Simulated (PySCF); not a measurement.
# Mg: excitation energy

Mg [Ne] 3s2 (1S) → Mg [Ne] 3s1 3p1 (3P), as a difference of total energies. Calculation: PySCF 2.14, in x2c-QZVPPall (9s6p5d2f, 66 functions); the spin-free X2C one-electron Hamiltonian (Gaussian nucleus). Correlated levels: valence: [Ne] frozen. The calculations carry no spin-orbit coupling.

```
           method  excitation energy (eV)  error (eV)
              UHF                   1.805      -0.909
    MP2 (valence)                   2.384      -0.330
SCS-MP2 (valence)                   2.555      -0.159
   CCSD (valence)                   2.606      -0.108
```

Reference: 2.714 eV (measured; NIST levels, between the centres of gravity of the two terms).

Errors of the correlated levels include the incompleteness of this basis and the frozen core.

The basis was made for the ground configuration and has no added diffuse functions, so the excitation energy can come out too high.

With two correlated electrons CCSD is exact in that space.
